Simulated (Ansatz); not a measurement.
C3H7NSi can be A, `C=C1[SiH2]N1C`, or B, `C=C=C(N)[SiH3]`.

Gas-phase electronic energies from Ansatz, PBE0-D4/def2-TZVP geometries. CCSD(T)/CBS adds triple-zeta CCSD(T) − MP2 to the extrapolated MP2 energy (def2 sets, frozen cores). Functionals use def2-TZVPP. Each species was taken in one conformer, which may not be the lowest.

Problem. Which is lower in electronic energy at CCSD(T)/CBS, and by how much? (An estimate is asked.)

Solution. The calculation gave: A, by 4.3 kJ/mol.

Problem. Give E(B) − E(A) in kJ/mol with PBE-D4, BLYP-D4, ωB97M-V, CCSD(T)/def2-TZVPP, B2PLYP, HF/def2-TZVPP, PBE0-D4. (Estimate.)

Solution. Ansatz gave: PBE-D4 8.4, BLYP-D4 -6.0, ωB97M-V 6.6, CCSD(T)/def2-TZVPP 2.7, B2PLYP 3.1, HF/def2-TZVPP -9.2, PBE0-D4 12.6. The order is the other way round with BLYP-D4, HF/def2-TZVPP.

Problem. Does the order hold for the free energy at 298.15 K (harmonic terms from PBE0-D4)? (An estimate is asked.)

Solution. The calculation gave: No: G(B) − G(A) = -3.7 kJ/mol, for one conformer each. Modes under 60 cm⁻¹, often nearly free rotors, make the harmonic entropy too high.

Largest T1 diagnostic: 0.013.

In def2-TZVPP, CCSD(T) changes the Hartree–Fock value by +12.0 kJ/mol (the triples alone add +0.5 kJ/mol) and MP2 by +24.0 kJ/mol. Leaving LDA and LC-ωPBE aside and taking each functional with its dispersion term where it has one, the values, not all of them listed here, spread over 23.0 kJ/mol, from BLYP-D4 to PBE-QIDH. LDA lies +13.9 kJ/mol from PBE without D4.
